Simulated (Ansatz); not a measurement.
Molecule: CH6BO2Si (charge 0, doublet). It need not be the lowest isomer of its formula. 
Structure (B3LYP-D3(BJ)/def2-TZVP (Ansatz, a first-principles code) minimum search):
```
Si
H 1 1.4857
H 1 1.4857 2 108.53
C 1 1.8482 2 109.42 3 -119.34
H 4 1.0848 1 122.85 2 149.65
H 4 1.0848 5 114.29 1 -179.53
B 1 2.0441 2 109.71 3 119.86
O 7 1.3599 1 119.01 2 -59.57
H 8 0.9671 7 112.99 1 180.00
O 7 1.3693 8 118.32 9 0.00
H 10 0.9625 7 113.47 8 180.00
```
Charge 0, spin multiplicity 2.

Atomisation energy built up term by term with Ansatz (kcal/mol; UHF references for open shells; valence terms freeze the core; atomic spin-orbit terms are left out). Basis-set limits of correlation are two-point, X^-3; Hartree-Fock from the larger set.

```
term                                            basis    kcal/mol
-----------------------  ----------------------------  ----------
Hartree-Fock                              cc-pV(Q+d)Z      735.19
CCSD correlation         CBS(cc-pV(T+d)Z,cc-pV(Q+d)Z)  (withheld)
(T)                      CBS(cc-pV(T+d)Z,cc-pV(Q+d)Z)  (withheld)
core correlation                            cc-pwCVTZ        3.05
scalar relativity (X2C)    cc-pVTZ-DK against cc-pVTZ       -1.45
sum: De                                                (withheld)
```

Problem. Complete the blanks.

Solution. 
- CCSD correlation, kcal/mol: 237.03
- (T), kcal/mol: 14.92
- sum: De, kcal/mol: 988.7
